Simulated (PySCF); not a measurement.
Species: 5-ethynylcyclopentadiene, C7H6.
SMILES with atom numbers: `[CH:1]#[C:2][CH:3]1[CH:4]=[CH:5][CH:6]=[CH:7]1` (hydrogens: H8 on C1; H9 on C3; H10 on C4; H11 on C5; H12 on C6; H13 on C7)

Level: CAM-B3LYP/def2-SVPD in PySCF, non-relativistic, on one gas-phase PBE0-D3(BJ)/def2-SVP geometry that isn't relaxed in the solvent. The solvent is an IEF-PCM continuum (Bondi radii, 1.10 Å for H, scaled by 1.2), and excitations are vertical TDDFT with non-equilibrium linear response and a frozen core. Only the electrostatic response of the medium enters.

Gas-phase singlets (H = HOMO, L = LUMO):

| state | E (eV) | λ (nm) | f | leading configuration |
| --- | --- | --- | --- | --- |
| S1 | 5.046 | 246 | 0.058 | H→L 98% |
| S2 | 6.355 | 195 | 0.020 | H-2→L 35% |
| S3 | 6.428 | 193 | 0.001 | H-1→L 90% |
| S4 | 6.516 | 190 | 0.001 | H→L+1 59% |
| S5 | 6.601 | 188 | 0.013 | H-1→L+3 57% |

Problem. What are the lowest 5 singlets in dichloromethane (ε = 8.93)?

Solution. 
```csv
state,E (eV),λ (nm),f,leading configuration,change by rank (eV)
S1,5.008,248,0.080,H→L 98%,-0.038
S2,6.394,194,0.027,H→L+1 38%,+0.039
S3,6.543,189,0.002,H-1→L 86%,+0.115
S4,6.552,189,0.000,H→L+1 41%,+0.036
S5,6.672,186,0.015,H-1→L+2 57%,+0.071
```

Problem. The ground-state energy changes by -0.157 eV from gas to dichloromethane. By how much does the total energy of gas-phase S1 change?

Solution. E(S1) = E(S0) + excitation energy, so it changes by -0.157 − 0.038 = -0.195 eV: it is lowered more than the ground state, which is what a red shift means. This is the vertical state, with the slow part of the continuum still set for S0.

Problem. How do the frontier levels move from gas to dichloromethane?

Solution. 
```csv
orbital,gas (eV),solvent (eV),change (eV),"Löwdin shares, gas","Löwdin shares, solvent"
LUMO+2,2.06,2.05,-0.01,"C5 14 %, C6 14 %, C1 14 %, H11 14 %","C1 33 %, C2 28 %, H8 11 %, C3 7 %"
LUMO+1,1.57,1.57,0.00,"C1 20 %, C2 10 %, C7 10 %, C4 10 %","C1 26 %, C2 13 %, C4 10 %, C7 10 %"
LUMO,0.25,0.28,+0.03,"C7 20 %, C4 20 %, C6 17 %, C5 17 %","C7 19 %, C4 19 %, C6 17 %, C5 17 %"
HOMO,-7.87,-7.86,+0.01,"C7 24 %, C4 24 %, C6 16 %, C5 16 %","C7 25 %, C4 25 %, C6 16 %, C5 16 %"
HOMO-1,-9.15,-9.28,-0.13,"C1 40 %, C2 38 %, C3 8 %, H9 4 %","C1 39 %, C2 37 %, C3 9 %, H9 5 %"
HOMO-2,-9.34,-9.47,-0.13,"C1 38 %, C2 36 %, C3 8 %, C4 5 %","C1 38 %, C2 36 %, C3 8 %, C4 5 %"
HOMO-3,-10.47,-10.45,+0.02,"C5 25 %, C6 25 %, C4 13 %, C7 13 %","C5 25 %, C6 25 %, C4 12 %, C7 12 %"
```

The HOMO–LUMO gap goes from 8.12 to 8.15 eV. Rows go by rank; for LUMO+2 the atom shares or the degeneracy differ between the runs, so the row needn't follow one orbital.

On one thread, Arm Neoverse V2 (aarch64), no GPU (shared host), this took 22 s wall and 1.0 GiB of memory at its peak. This is the whole response run at CAM-B3LYP/def2-SVPD in dichloromethane, SCF included.
